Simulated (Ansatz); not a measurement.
Born–Oppenheimer molecular dynamics of BCl2HO (5 atoms, charge 0, multiplicity 1). It goes on from the last frame of an earlier run, with new velocities.

Method: RKS r2SCAN-D4/6-31G* (Ansatz).

```yaml
ensemble: NVE (velocity Verlet)
time_step: 1 fs
steps_asked: 100
starting_velocities_drawn_for: 500 K
seed: 670132
```

First frame:

```xyz
5
Properties=species:S:1:pos:R:3
B 0.008 -0.142 0.001
O 0.033 -0.234 1.359
H -0.857 -0.266 1.820
Cl 1.517 -0.041 -0.862
Cl -1.485 0.027 -0.922
```

(1) How far do the bonds stretch over the last three quarters of this one trajectory? (Pairs bonded in most of those frames.)

## Answers

(1) 
| bond | mean (Å) | spread (Å) | shortest | longest |
| --- | --- | --- | --- | --- |
| B1–O2 | 1.350 | 0.035 | 1.29 | 1.40 |
| B1–Cl4 | 1.764 | 0.042 | 1.68 | 1.82 |
| B1–Cl5 | 1.780 | 0.037 | 1.72 | 1.85 |
| O2–H3 | 0.974 | 0.030 | 0.93 | 1.02 |

Mean temperature of the second half: 346 K. The conserved energy stayed within 0.7 meV per atom of its start (net change 0.11 meV per atom), so the integration is sound. A run of 0.1 ps of so small a system gives no equilibrium averages.

Time of the run: 2.9 min on 1 thread of Intel(R) Xeon(R) 6975P-C (Granite Rapids), on a shared host, peak memory 0.14 GiB.
